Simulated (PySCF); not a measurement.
**Electric field gradients and quadrupole coupling constants**

C5H11FN2Si.
Numbering: `[CH3:1][N:2]([CH3:3])[SiH2:4][C@H:5]([F:6])[CH2:7][C:8]#[N:9]` (hydrogens: H10, H11, H12 on C1; H13, H14, H15 on C3; H16, H17 on Si4; H18 on C5; H19, H20 on C7)

Cartesian coordinates in Å at the GFN2-xTB level; atoms count from 1:
```xyz
20
C5H11FN2Si angstrom
C     -1.416   -1.216    0.371
N     -1.236    0.207    0.168
C     -2.352    0.966    0.684
Si    -0.260    0.847   -1.090
C      1.438   -0.057   -1.025
F      1.292   -1.357   -1.494
C      2.054   -0.105    0.375
C      3.418   -0.567    0.332
N      4.501   -0.927    0.266
H     -0.599   -1.773   -0.076
H     -1.453   -1.433    1.443
H     -2.351   -1.566   -0.079
H     -2.165    2.028    0.558
H     -3.285    0.714    0.168
H     -2.481    0.752    1.747
H     -0.738    0.711   -2.472
H     -0.014    2.246   -0.735
H      2.140    0.417   -1.720
H      1.469   -0.774    1.010
H      2.033    0.898    0.807
```

Field gradients from the PBE0/pcSseg-1 density (PySCF, non-relativistic), principal values in atomic units, ordered |Vxx| ≤ |Vyy| ≤ |Vzz|:

| atom | Vxx | Vyy | Vzz |
| --- | --- | --- | --- |
| N2 | 0.3689 | 0.7371 | -1.1060 |
| N9 | 0.4726 | 0.4974 | -0.9700 |

Find the asymmetry η = (Vxx − Vyy)/Vzz and the couplings χ = eQV/h (234.96 MHz × Q in barn × V in au), with Q(14N) = 0.02044 b.

```
atom             environment  nucleus     η  χzz (MHz)  χxx (MHz)  χyy (MHz)
  N2  silicon-bound nitrogen      14N  0.33      -5.31       1.77       3.54
  N9        nitrile nitrogen      14N  0.03     -4.659      2.270      2.389
```

The gradient is axial or nearly so (η below 0.05) at N9. The tensor is traceless: Vxx + Vyy + Vzz = 0.

What is Vzz at N2 in SI units (1 au = 9.71736 × 10²¹ V/m²)?

-1.1060 au = -10.747 × 10²¹ V/m².

What couplings would deuterons (Q(2H) = 0.00286 b) have in place of the hydrogens, at this geometry?

| atom | bonded to | bond length (Å) | Vzz (au) | η | χzz (kHz) |
| --- | --- | --- | --- | --- | --- |
| H10 | C1 | 1.085 | 0.3062 | 0.07 | 206 |
| H11 | C1 | 1.094 | 0.2992 | 0.05 | 201 |
| H12 | C1 | 1.095 | 0.2962 | 0.06 | 199 |
| H13 | C3 | 1.086 | 0.3122 | 0.07 | 210 |
| H14 | C3 | 1.095 | 0.2953 | 0.05 | 198 |
| H15 | C3 | 1.093 | 0.3007 | 0.06 | 202 |
| H16 | Si4 | 1.469 | 0.1549 | 0.02 | 104 |
| H17 | Si4 | 1.465 | 0.1592 | 0.04 | 107 |
| H18 | C5 | 1.095 | 0.2873 | 0.07 | 193 |
| H19 | C7 | 1.093 | 0.2973 | 0.04 | 200 |
| H20 | C7 | 1.092 | 0.2978 | 0.04 | 200 |

One conformer (not necessarily the lowest) at the GFN2-xTB geometry, without solvent, vibrations or thermal averaging. GFN2-xTB bond lengths can be off by several hundredths of an ångström, more for odd bonds, and the gradients follow them. The basis is small and wasn't made for field gradients, so the couplings can be 20 % off.
